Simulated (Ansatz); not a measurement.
Ideal-gas functions of C2H3Ga, SMILES `[CH]1=[CH][GaH]1` at 298.15 K and 1 bar, from an Ansatz frequency run at PBE0-D4/def2-TZVP.

Molar mass 96.77 g/mol, point group C2v (symmetry number 2), electronic degeneracy 1, moments of inertia 14.933, 68.589, 83.522 u Å². Harmonic wavenumbers (cm⁻¹, unscaled): 354, 488, 629, 631, 657, 953, 1011, 1155, 1463, 2107, 3118, 3141.

Use S(trans) = R[1.5 ln M + 2.5 ln T − 1.1517]; rotational temperatures θ = 24.2544 K / I; S(rot) = R[ln(√π/σ · √(T³/θAθBθC)) + 1.5]; for each mode x = 1.438777 ν̃/T, S = R[x/(eˣ − 1) − ln(1 − e⁻ˣ)] and H = RT x/(eˣ − 1); 1 cm⁻¹ = 0.0119627 kJ/mol; R = 8.31446 J/(mol·K).

Problem. By hand: the entropy, in J/(mol·K).

Solution. Translation 165.9. Rotation: θ = 1.6242, 0.3536, 0.2904 K, giving 90.0. Vibration, mode by mode: 4.80, 2.88, 1.68, 1.67, 1.51, 0.47, 0.37, 0.21, 0.06, 0.00, 0.00, 0.00, in all 13.7. Electronic 0.0. Sum 269.6 J/(mol·K).

Problem. By hand: H − E and G − E in kJ/mol, counted from the electronic energy.

Solution. Zero-point energy ½ × 15707 × 0.0119627 = 93.9; thermal vibration 2.9; translation, rotation and pV give 4 RT = 9.9. H − E = 106.7 kJ/mol, and G − E = 106.7 − 298.15 × 269.6/1000 = 26.3 kJ/mol.

Vibration gives 5 % of the entropy.
